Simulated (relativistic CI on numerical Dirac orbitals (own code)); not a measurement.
## Quantum defects of the np series of Ag I

Problem. The np 2P° levels with J = 1/2 of Ag I lie at 5p: 29552.1, 6p: 48297.4 cm⁻¹ (NIST Handbook of Basic Atomic Spectroscopic Data (Sansonetti and Martin, J. Phys. Chem. Ref. Data 34, 1559 (2005))), and the ionisation limit at 61106.4 cm⁻¹ (NIST ASD). Find the quantum defects and predict 7p.

Working.
1. The outer electron sees the charge z = 1; R = 109736.75 cm⁻¹ for this mass. The binding energy T = limit − E defines n* = z√(R/T).
2. Values: 5p: T = 31554.3, n* = 1.8649, δ = n − n* = 3.1351; 6p: T = 12809.0, n* = 2.9270, δ = n − n* = 3.0730.
3. With δ held at 3.0730: E(7p) = limit − Rz²/(7 − δ)² = 53990.4 cm⁻¹.
4. The Ritz form δ = δ₀ + a/n*² through the last two members has a = 0.3636 and δ₀ = 3.0306, so with n* ≈ 7 − 3.0730, δ(7) = 3.0542 and E = 54058.3 cm⁻¹.

Check. The measured level is 54041.0 cm⁻¹ (δ = 3.0590), so the two predictions miss by -50.6 and 17.3 cm⁻¹. A relativistic CI calculation tied to the same limit puts it at 54238 cm⁻¹. The defect is large because this electron penetrates the core.
